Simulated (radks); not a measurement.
Spin polarisation of the 2p1 shell in B. Start: [He] 2s2 2p(up 0.5, down 0.5); electrons of 2p are moved from spin down to spin up, other shells keep equal spins. Method: scalar-relativistic Kohn-Sham, LDA (Slater exchange, Perdew-Wang correlation), spin-polarised, spherical densities, finite nucleus; Fermi nuclear charge, rms radius of each element as measured or else 0.836 A^(1/3) + 0.57 fm; computed with a radial shooting solver on a logarithmic mesh with Libxc functionals.

moment (Bohr magnetons)  E - E(0) (eV)  e(2p up) (eV)  e(2p down) (eV)  2s down minus up (eV)
0                                0.000         -3.715           -3.715                  0.000
0.25                            -0.016         -3.834           -3.582                  0.280
0.5                             -0.063         -3.937           -3.433                  0.560
0.75                            -0.142         -4.024           -3.268                  0.840
1                               -0.252         -4.096           -3.087                  1.122

At moment 1 the spin-polarisation energy is -0.252 eV and the 2p exchange splitting 1.008 eV, that is 1.008 eV per Bohr magneton; E = -I m^2/4 would give I = 1.008 eV.
